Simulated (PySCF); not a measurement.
These 3 structures share the formula C6H6F2O2. Level of theory: PBE0-D3(BJ)/def2-SVP geometry optimisation, gas phase in PySCF. Energies are electronic, without zero-point or thermal terms, for one conformer each. No frequencies were run at this level. Point groups hold within 0.08 Å.

Question: Order them by energy at this level, lowest first, and give relative energies in kcal/mol.
A. `[CH3:1][C@H:2]([F:3])[C:4]1=[CH:5][O:6][C:7]([F:8])=[CH:9][O:10]1` with C1–C2–C4–C5 116°
B. `[CH3:1][c:2]1[cH:3][cH:4][c:5]([O:6][CH:7]([F:8])[F:9])[o:10]1` with C4–C5–O6–C7 -177°, C5–O6–C7–F8 -80°
C. `[CH:1]#[C:2]/[C:3](=[CH:4]\[O:5][CH3:6])[O:7][CH:8]([F:9])[F:10]` with C3–C4–O5–C6 1°, C2–C3–O7–C8 -73°, C3–O7–C8–F9 169°

Answer: B (0.0), A (36.4), C (65.1).

As drawn, the lowest has an aromatic ring, which the highest lacks; the highest has a C≡C bond and a C=C bond outside aromatic rings, which the lowest lacks.

| SMILES | E (Eh) | E rel (kcal/mol) | dipole (D) | point group | A, B, C (MHz) |
| --- | --- | --- | --- | --- | --- |
| Cc1ccc(OC(F)F)o1 | -581.32436 | 0.0 | 2.73 | C1 | 3022, 789.5, 669.1 |
| C[C@H](F)C1=COC(F)=CO1 | -581.26630 | 36.4 | 1.82 | C1 | 3382, 786.4, 671.9 |
| C#C/C(=C\OC)OC(F)F | -581.22068 | 65.1 | 3.72 | C1 | 2259, 795.4, 648.2 |
